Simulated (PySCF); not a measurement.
Question: Write a Z-matrix for `CC/C=C(F)\C(Cl)=C/F` as optimised with GFN2-xTB.

Answer: 
Z-matrix in Å and degrees, rows numbered from 1:
```
C 
C   1  1.5267
C   2  1.4894  1  110.89
C   3  1.3292  2  126.69  1   141.24
F   4  1.3572  3  118.50  2  -176.50
C   4  1.4631  3  128.29  2     1.82
Cl  6  1.7310  4  115.97  3  -135.57
C   6  1.3318  4  125.96  3    45.39
F   8  1.3389  6  122.20  4     2.57
H   1  1.0873  2  110.64  3    59.30
H   1  1.0874  2  110.45  3   -60.90
H   1  1.0867  2  110.19  3   179.24
H   2  1.0940  1  109.21  3  -119.92
H   2  1.0911  1  110.01  3   122.33
H   3  1.0814  2  116.27  1   -37.26
H   8  1.0790  6  124.99  4  -179.07
```

Of the pairs four or more bonds apart, C2···F9 is among the closest relative to their van der Waals radii: 2.92 Å, 92 % of the sum of Bondi's values. The 5 C–C bonds span 1.329 Å (C3=C4, drawn double) to 1.527 Å (C1–C2, drawn single), a spread of 0.198 Å.

Structure optimised with GFN2-xTB, isolated species.

Point group: C1 (no symmetry element, even within 0.4 Å). Whether it is a minimum is left open (no frequencies). The numbers are those of one conformer (C1–C2–C3–C4 141°, C3–C4–C6–Cl7 -136°).

All values are computed, not measured.
